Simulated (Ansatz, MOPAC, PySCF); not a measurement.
System: C3H8BO, charge 0, multiplicity 2. SMILES: [CH2]OB(C)C
Structure (B3LYP-D3(BJ)/def2-TZVP (Ansatz, a first-principles code) minimum search):
```
B
O 1 1.3810
C 2 1.3485 1 125.69
H 3 1.0773 2 115.81 1 180.00
H 3 1.0793 4 123.75 2 180.00
C 1 1.5669 2 115.95 3 180.00
H 6 1.0903 1 113.43 2 0.00
H 6 1.0957 7 108.49 1 123.04
H 6 1.0957 7 108.49 8 113.91
C 1 1.5739 2 120.74 3 0.00
H 10 1.0901 1 112.43 2 -180.00
H 10 1.0955 11 107.72 1 123.03
H 10 1.0955 11 107.72 12 113.93
```
Charge 0, spin multiplicity 2.

Unscaled harmonic wavenumbers (cm⁻¹) in rising order, each level at the stationary point that it reaches from this structure (no distance between atoms moves by over 0.3 Å); the order of modes can differ between levels, and a negative number is imaginary. B3LYP-D3(BJ)/def2-TZVP (PySCF, at the structure above): 91, 97, 143, 196, 239, 258, 305, 426, 463, 690, 732, 840, 873, 966, 1153, 1171, 1192, 1327, 1351, 1363, 1462, 1465, 1467, 1475, 1497, 3011, 3013, 3052, 3056, 3104, 3106, 3158, 3298.

AM1 (MOPAC): 75, 112, 168, 190, 290, 320, 425, 492, 538, 773, 847, 880, 911, 982, 1178, 1290, 1319, 1371, 1375, 1383, 1389, 1405, 1499, 1508, 1662, 3093, 3095, 3101, 3104, 3176, 3176, 3234, 3258. Zero-point energy 68.1 against 65.8 kcal/mol; where all levels lie over 400 cm⁻¹, the wavenumbers are on average 1.046 times those of B3LYP-D3(BJ)/def2-TZVP.

HF/3-21G (Ansatz): 83, 109, 139, 206, 237, 317, 458, 475, 588, 708, 845, 933, 962, 1104, 1202, 1238, 1278, 1472, 1514, 1524, 1606, 1630, 1636, 1639, 1647, 3155, 3157, 3193, 3198, 3250, 3260, 3299, 3441. Zero-point energy 70.8 against 65.8 kcal/mol; where all levels lie over 400 cm⁻¹, the wavenumbers are on average 1.091 times those of B3LYP-D3(BJ)/def2-TZVP.
